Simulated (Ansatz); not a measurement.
Gas-phase electronic energies from Ansatz, PBE0-D4/def2-TZVP geometries. CCSD(T)/CBS adds triple-zeta CCSD(T) − MP2 to the extrapolated MP2 energy (def2 sets, frozen cores). This one scheme is used for every species. DFT in def2-TZVPP. HSE06 is defined as in plane-wave codes. Elements past krypton have def2 core potentials. For Sn outer-core shells are correlated without core-valence functions, which leaves a few kJ/mol of doubt a bond. Each species was taken in one conformer, which may not be the lowest.

`CC(C)(C)[NH][Sn]([Cl])([Cl])[Cl]` + H₂ → `CC(C)[NH][Sn]([Cl])([Cl])[Cl]` + CH₄  (hydrogenolysis of a C–C bond)

```tsv
level	ΔE (kJ/mol)
HSE06-D4	-59.6
ωB97X-V	-56.7
r2SCAN0	-63.1
MP2/def2-QZVPP	-47.0
```

What does CCSD(T)/CBS give? (Best estimate.)

Computed: -52.4 kJ/mol. The listed levels differ from it by -7.2, -4.3, -10.7, 5.4 kJ/mol.

Largest T1 diagnostic among the species: 0.011.

The D4 term adds +17.2 kJ/mol with B3LYP and +9.7 kJ/mol with PBE0; it sums over pairs of atoms, weighted by their polarisabilities, and B3LYP, whose exchange is more repulsive, gets the larger term. From BLYP to BHLYP (50 % exact exchange), in def2-TZVPP and without D4, ΔE moves by +3.2 kJ/mol.

B3LYP here is the variant with VWN-RPA as its local correlation; programs differ in this.
